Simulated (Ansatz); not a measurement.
The lowest singlet and triplet of P2 (SMILES P#P); geometries from B3LYP-D3(BJ)/def2-TZVP, each state relaxed from the structure named, with no frequency check.
Singlet (charge 0, multiplicity 1):
```xyz
2

P      0.000     0.000    -0.945
P      0.000     0.000     0.945
```

A positive gap puts the triplet lower; no zero-point energy. U- takes an unrestricted singlet (broken symmetry where lower, unprojected). The triplet is unrestricted in single-reference levels.

Frozen-core correlation.

The values were computed with Ansatz (a program for electronic structure). 

One of these levels gives -69.25 kcal/mol for the gap E(singlet) − E(triplet), vertical, at the singlet's geometry. Which one is it?
A) U-B2PLYP/def2-TZVPP
B) U-BHLYP/def2-TZVPP
C) U-HF/cc-pV(T+d)Z (spin-contaminated)

A, U-B2PLYP/def2-TZVPP. The others give -45.22 (U-HF/cc-pV(T+d)Z (spin-contaminated)), -59.26 (U-BHLYP/def2-TZVPP)
